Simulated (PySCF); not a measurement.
**Electronic absorption of C5H7O2P**

Species: C₅H₇O₂P.
Cartesian coordinates in Å at the GFN2-xTB level; atoms count from 1:
```
atom  x, y, z in Å
C1    -0.2207    2.7358    0.9392
C2    -0.3051    1.6600    0.4116
P3    -0.3651    0.0919   -0.4214
C4    -2.0910   -0.4593   -0.2088
O5     0.1346    0.1148   -1.8019
C6     0.6569   -0.9993    0.7183
C7     2.1121   -0.8839    0.4266
O8     0.1420   -1.7033    1.5414
H9    -0.1661    3.6768    1.4062
H10   -2.2051   -1.4114   -0.7254
H11   -2.7455    0.2790   -0.6705
H12   -2.3319   -0.5750    0.8438
H13    2.7159   -1.4774    1.1092
H14    2.2697   -1.2093   -0.6025
H15    2.3949    0.1687    0.4726
```

Level of theory: TDDFT PBE0/def2-SVPD, vertical, gas phase, core orbitals frozen in the response (PySCF 2.14.0, density-fitted response routines).

Task: What does the calculation give for the low-lying excited states?

Result: 

```csv
state,E (eV),λ (nm),ν̃ (cm⁻¹),f,"main configurations (H = HOMO, L = LUMO)"
S1,3.55,348.8,28670,0.0027,H→L (94%)
S2,5.25,236.3,42320,0.0050,H-1→L (97%)
S3,5.50,225.6,44330,0.0036,"H→L+1 (80%), H→L+2 (10%)"
S4,5.65,219.4,45580,0.0018,"H-2→L (55%), H→L+2 (14%), H→L+1 (12%)"
S5,5.87,211.1,47370,0.0018,H-3→L (75%)
S6,6.08,204.0,49030,0.058,"H→L+2 (42%), H-2→L (26%)"
```

Triplets (Tamm–Dancoff): T1 2.97 eV, H→L (91%); T2 4.79 eV, H-1→L (30%), H-2→L (16%), H-3→L+1 (11%).

The lowest singlet comes at 349 nm (343 kJ/mol) in the ultraviolet; it is very weak; its leading configuration is HOMO→LUMO (94%). The most intense listed level is S6 at 6.08 eV (204 nm, f = 0.058), 2.52 eV above S1. It is the last of those listed, so stronger ones may follow. Löwdin shares by element: HOMO oxygen 58%, carbon 13% or more, phosphorus 11% (atoms not listed hold the other 18%); LUMO carbon 39% or more, oxygen 27% or more, phosphorus 11% (atoms not listed hold the other 23%). The oscillator strengths of these states sum to 0.072; summed over the whole spectrum of an exact calculation they would give the number of electrons, 68 (Thomas–Reiche–Kuhn). The listed states span 2.52 eV, and the widest gap between neighbours is 1.69 eV (S1 to S2). Orbital energies (eV): HOMO-3 -9.14, HOMO-2 -8.98, HOMO-1 -8.40, HOMO -7.30, LUMO -1.86, LUMO+1 -0.56, LUMO+2 -0.09. No computed singlet lies in the visible range (380 to 750 nm); the lowest, at 349 nm, stands 0.29 eV above its violet end (3.26 eV); a Tamm–Dancoff triplet lies at 418 nm, without intensity as long as spin–orbit coupling is left out. The window holds the lowest 6 singlets.

One conformer stands for the species.
